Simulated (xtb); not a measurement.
IK, charge -1, doublet, at the geometry of the source list (GFN-xTB shapes and energies of metal compounds can be far from the true ones) (a state made from the parent by changing its charge; the spin is typed, not shown lowest); GFN2-xTB (xtb).

The xtb input:
```
$ xtb mol.xyz --gfn 2 --chrg -1 --uhf 1 --acc 0.0001 --json

# file mol.xyz
2

K     -1.05890000    -0.75220000    -0.90220000
I      1.05890000     0.75220000     0.90220000
```

### Question
Write the output that xtb gives for this input, abridged.

### Answer

```
   ID    Z sym.   atoms
    1   19 K      1
    2   53 I      2

           -------------------------------------------------
          |                Calculation Setup                |
           -------------------------------------------------

           -------------------------------------------------
          |                 G F N 2 - x T B                 |
           -------------------------------------------------

          ...................................................
          :                      SETUP                      :
          :.................................................:
          :  # basis functions                  14          :
          :  # atomic orbitals                  13          :
          :  # shells                            5          :
          :  # electrons                         9          :
          :  max. iterations                   250          :
          :  Hamiltonian                  GFN2-xTB          :
          :  restarted?                      false          :
          :  GBSA solvation                  false          :
          :  PC potential                    false          :
          :  electronic temp.          300.0000000     K    :
          :  accuracy                    0.0001000          :
          :  -> integral cutoff          0.6500000E+02      :
          :  -> integral neglect         0.1000000E-11      :
          :  -> SCF convergence          0.1000000E-09 Eh   :
          :  -> wf. convergence          0.1000000E-07 e    :
          :  Broyden damping             0.4000000          :
          :  net charge                         -1          :
          :  unpaired electrons                  1          :
          ...................................................

 iter      E             dE          RMSdq      gap      omega  full diag
   1     -1.7154206 -0.171542E+01  0.784E+01    0.95       0.0  T
   2     -4.1592080 -0.244379E+01  0.523E+01    0.22       1.0  T
   3     -4.2157126 -0.565046E-01  0.318E+01    3.01       1.0  T
   4     -4.2248368 -0.912414E-02  0.670E+00    3.40       1.0  T
   5     -4.2264255 -0.158869E-02  0.562E+00    3.50       1.0  T
   6     -4.2267967 -0.371285E-03  0.388E+00    3.45       1.0  T
   7     -4.2269539 -0.157177E-03  0.891E-01    3.27       1.0  T
   8     -4.2269595 -0.556139E-05  0.183E-01    3.29       1.0  T
   9     -4.2269596 -0.133361E-06  0.212E-02    3.29       3.3  T
[...]
         :: total energy              -4.223001881487 Eh    ::
[...]
         4        2.0000           -0.1497433              -4.0747
         5        1.0000           -0.0013684              -0.0372 (HOMO)
         6                          0.1196160               3.2549 (LUMO)
         7                          0.1196160               3.2549
         8                          0.3901712              10.6171
         9                          0.3901712              10.6171
        10                          0.3907514              10.6329
        11                          0.3920798              10.6690
        12                          0.3920798              10.6690
        13                          0.4138803              11.2623
      -------------------------------------------------------------
                  HL-Gap            0.1209844 Eh            3.2922 eV
             Fermi-level           -0.0082160 Eh           -0.2236 eV

     #   Z          covCN         q      C6AA      α(0)
     1  19 K        0.729    -0.043   234.218    54.482
     2  53 I        0.729    -0.957   449.848    36.617

 Mol. C6AA /au·bohr⁶  :       1213.232266
 Mol. C8AA /au·bohr⁸  :     156112.272539
 Mol. α(0) /au        :         91.099321

Wiberg/Mayer (AO) data.
largest (>0.10) Wiberg bond orders for each atom

 ---------------------------------------------------------------------------
     #   Z sym  total        # sym  WBO       # sym  WBO       # sym  WBO
 ---------------------------------------------------------------------------
     1  19 K    0.082
     2  53 I    0.082
 ---------------------------------------------------------------------------

molecular dipole:
                 x           y           z       tot (Debye)
 q only:       -1.829      -1.300      -1.559
   full:       -0.404      -0.287      -0.345       1.535
molecular quadrupole (traceless):
                xx          xy          yy          xz          yz          zz
 q only:       -1.541      -4.267       1.435      -5.117      -3.635       0.106
  q+dip:       -3.671     -10.168       3.420     -12.196      -8.664       0.252
   full:       -3.747     -10.378       3.490     -12.447      -8.842       0.257

           -------------------------------------------------
          | TOTAL ENERGY               -4.223001881487 Eh   |
          | GRADIENT NORM               0.026366417709 Eh/α |
          | HOMO-LUMO GAP               3.292152511966 eV   |
           -------------------------------------------------

normal termination of xtb
```
